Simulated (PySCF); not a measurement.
Be: excitation energy

Be [He] 2s2 (1S) → Be [He] 2s1 3s1 (3S), as a difference of total energies. Calculation: PySCF 2.14, in aug-cc-pVTZ; no relativity, point nucleus. Correlated levels: valence: 1s2 frozen. The calculations carry no spin-orbit coupling.

| method | excitation energy (eV) |
| --- | --- |
| UHF | 5.331 |
| MP2 (valence) | 6.051 |
| SCS-MP2 (valence) | 6.240 |
| CCSD (valence) | 6.443 |

Question: How much does correlation contribute at MP2 (valence)?

Answer: 6.051 − (5.331) = 0.720 eV, measured against UHF.

Errors of the correlated levels include the incompleteness of this basis and the frozen core.

With two correlated electrons CCSD is exact in that space.

For comparison: 6.457 eV (measured; NIST levels).
